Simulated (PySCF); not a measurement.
# LiIn: frontier orbitals

PBE0 at R = 3.011 Å; Li aug-cc-pVDZ, In aug-cc-pVDZ-PP with ECP28; scalar-relativistic core potentials (PySCF 2.14). State: ¹Σ⁺ (singlet), closed shell. Only the outer orbitals are listed, counted within each symmetry, core potentials removing the inner ones.

| orbital | occ. | ε (eV) | on Li (%) | main shells (%) |
| --- | --- | --- | --- | --- |
| 3σ | 2 | -54.62 | 100 | 100 Li s |
| 1δ | 2 | -20.66 | 0 | 100 In d |
| 1δ | 2 | -20.66 | 0 | 100 In d |
| 2π | 2 | -20.38 | 0 | 100 In d |
| 2π | 2 | -20.38 | 0 | 100 In d |
| 4σ | 2 | -20.29 | 0 | 100 In d |
| 5σ | 2 | -8.88 | 11 | 90 In s |
| 6σ | 2 | -3.58 | 48 | 51 In p, 46 Li s |
| 3π | 0 | -1.75 | 16 | 84 In p, 15 Li p |
| 3π | 0 | -1.75 | 16 | 84 In p, 15 Li p |
| 7σ | 0 | -1.23 | 75 | 38 Li s, 37 Li p, 16 In p |

Which are the highest filled and the lowest empty level, where do they sit, and how wide is the gap?

Highest filled 6σ at -3.58 eV (in %: 51 In p, 46 Li s); lowest empty 3π at -1.75 eV (in %: 84 In p, 15 Li p); the gap at PBE0 is 1.83 eV.

```json
{
 "bond order (Mayer)": "1.08",
 "⟨S²⟩": "0.000",
 "charge on Li (Mulliken, basis-dependent)": "-0.17",
 "charge on Li (Löwdin, basis-dependent)": "0.10",
 "dipole moment (positive dipole means Li(−)In(+))": "-2.09 D",
 "polarisability along the bond": "319.0 bohr³",
 "polarisability across the bond": "129.8 bohr³"
}
```

Closed-shell solutions of metal pairs were not tested for spin polarisation, which can lower them a little. Spin–orbit coupling is left out.
